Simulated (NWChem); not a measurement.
Species: Br anion

Computed with NWChem. Level: M06-2X/aug-cc-pVDZ with COSMO at NWChem's default radii, gas-phase geometry; the question gives the dielectric constant. Reactions with the solvent are ignored.

Question: Predict the results for dielectric constant 3.9. Quantities: electrostatic solvation energy (kcal/mol).

Answer: The electrostatic solvation energy (kcal/mol) is -51.0.
